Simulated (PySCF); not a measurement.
C3H8OSi2, SMILES CO[Si@@H]1C=C[SiH2]1. Atoms are numbered in the order given.

```xyz
14

C      2.9660    -0.4407     0.2625
O      1.7485     0.2675     0.2365
Si     0.2266    -0.3909     0.4196
C     -0.7065    -0.9438    -1.1300
C     -1.8230    -0.1684    -1.1353
Si    -1.6263     1.0378     0.3198
H      3.7857     0.2651     0.4706
H      3.1727    -0.9283    -0.7081
H      2.9764    -1.2215     1.0470
H      0.3250    -1.4649     1.4611
H     -0.5167    -1.7216    -1.8823
H     -2.6278    -0.2803    -1.8746
H     -2.7123     1.0123     1.3473
H     -1.4138     2.4589    -0.0872
```
Charge 0, spin multiplicity 1.

Geometry optimised at B3LYP-D3(BJ)/def2-SVP. The structure was generated by enumeration; whether it is a known compound was not checked. Other conformers were not sampled.

These are PySCF with B3LYP-D3(BJ)/def2-SVP values and carry that method's errors.

Frequencies are harmonic and unscaled.

Computed normal modes with their intensities:
| mode | ν (cm⁻¹) | IR (km/mol) | moving atoms (share of kinetic energy) |
|---|---|---|---|
| 1 | 46 | 2.9 | C 42 %, H 26 %, O 18 %, Si 13 % |
| 2 | 99 | 0.1 | H 95 % |
| 3 | 108 | 1.1 | Si 35 %, C 35 %, H 21 %, O 9 % |
| 4 | 164 | 2.4 | H 30 %, O 28 %, C 27 %, Si 15 % |
| 5 | 241 | 4.3 | O 33 %, C 28 %, Si 20 %, H 19 % |
| 6 | 300 | 7.2 | H 39 %, C 33 %, O 17 %, Si 11 % |
| 7 | 411 | 6.8 | Si 37 %, H 31 %, C 21 %, O 11 % |
| 8 | 448 | 4.0 | Si 66 %, C 20 %, H 14 % |
| 9 | 517 | 7.2 | H 53 %, Si 33 %, C 13 % |
| 10 | 592 | 4.1 | H 90 % |
| 11 | 662 | 58.1 | H 74 %, C 18 % |
| 12 | 676 | 2.6 | C 38 %, H 38 %, Si 16 % |
| 13 | 731 | 74.5 | C 47 %, H 36 %, Si 16 % |
| 14 | 762 | 122.9 | H 70 %, C 19 % |
| 15 | 778 | 7.8 | H 37 %, Si 32 %, O 17 %, C 14 % |
| 16 | 786 | 87.6 | H 48 %, Si 24 %, C 19 %, O 9 % |
| 17 | 869 | 239.4 | H 78 %, Si 16 % |
| 18 | 959 | 126.8 | H 94 % |
| 19 | 1028 | 0.6 | H 77 %, C 23 % |
| 20 | 1058 | 5.9 | H 96 % |
| 21 | 1145 | 286.1 | O 42 %, C 34 %, H 22 % |
| 22 | 1176 | 1.6 | H 77 %, C 19 % |
| 23 | 1209 | 112.3 | H 56 %, C 22 %, O 21 % |
| 24 | 1279 | 27.8 | H 65 %, C 34 % |
| 25 | 1470 | 2.8 | H 96 % |
| 26 | 1476 | 16.8 | H 91 %, C 8 % |
| 27 | 1481 | 3.2 | H 94 % |
| 28 | 1542 | 0.7 | C 96 % |
| 29 | 2169 | 147.5 | H 97 % |
| 30 | 2198 | 142.0 | H 97 % |
| 31 | 2208 | 110.6 | H 96 % |
| 32 | 2984 | 86.4 | H 97 % |
| 33 | 3052 | 43.4 | H 90 %, C 10 % |
| 34 | 3098 | 34.3 | H 91 %, C 9 % |
| 35 | 3114 | 9.3 | H 92 % |
| 36 | 3135 | 26.4 | H 91 %, C 9 % |
